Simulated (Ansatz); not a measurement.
chloro(fluoromethyl)silane (CH₄ClFSi), SMILES Cl[SiH2]CF.

Geometry optimised at ωB97X-D3(BJ)/def2-SVP. Other conformers were not sampled.

Two levels are set side by side: PBE/def2-SVPD (Ansatz, a quantum-chemistry and plane-wave program) and PBE0/def2-SVPD (Ansatz). Energy differences of separate SCF runs at the same geometry; the states with an electron removed or added have multiplicity 2 and 2. Differences are taken from unrounded values.

```csv
quantity,PBE0,PBE,PBE minus PBE0
vertical ionisation energy (eV),10.91,10.43,-0.48
vertical singlet–triplet gap (eV),6.84,6.22,-0.62
```
